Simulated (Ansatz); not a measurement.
Molecule: sum formula NbOF, charge 0, multiplicity 3. The spin state was set by rule; other spins were not relaxed. 
Coordinates optimised at B3LYP-D3(BJ)/def2-TZVP (Ansatz, a quantum-chemistry and plane-wave program):
```xyz
3

Nb     0.0331     0.2284    -0.1575
O      1.3250    -0.8475    -0.3924
F     -1.3284    -0.2873     1.0663
```
Charge 0, spin multiplicity 3.

Quantity: atomisation energy (electronic, to ground-state atoms), in kcal/mol. Correlated levels leave the core frozen unless marked. UHF or UKS for open shells. Spin-orbit coupling is left out. Frozen are the shells of the preceding noble gas and the d and f shells that filled before the atom's block. Past Kr the def2 sets carry scalar-relativistic core potentials. STO-3G rows are all-electron and non-relativistic. The coupled-cluster limit lacks core correlation, which all-electron functionals hold. Basis-set limits of correlation are two-point, X^-3; Hartree-Fock from the larger set. The bracket is a focal-point correction in the basis named.

```csv
level,program,atomisation energy (kcal/mol)
HF/def2-SVP,Ansatz,167.3
RI-HF/def2-QZVPP,Ansatz,171.3
BLYP-D4/def2-TZVPD,Ansatz + dftd4,331.1
revPBE-D4/def2-TZVPD,Ansatz + dftd4,319.0
B3LYP/def2-TZVPD,Ansatz,310.1
PBE0/STO-3G,Ansatz,350.1
PBE0/def2-QZVPP,Ansatz,303.5
CAM-B3LYP-D3(BJ)/def2-TZVPD,Ansatz + dftd3,313.5
B2PLYP/def2-TZVPD,Ansatz,317.2
"RI-MP2/CBS(def2-TZVPPD,def2-QZVPPD)",Ansatz,336.6
SCS-MP2/def2-SVPD,Ansatz,316.4
CCSD/def2-SVPD,Ansatz,286.7
CCSD/def2-TZVPPD,Ansatz,290.0
"RI-MP2/CBS(def2-TZVPP,def2-QZVPP)+[CCSD(T)-MP2]/def2-SVP",Ansatz,317.3
"RI-MP2/CBS(def2-TZVPPD,def2-QZVPPD)+[CCSD(T)-MP2]/def2-TZVPPD",Ansatz,314.4
```
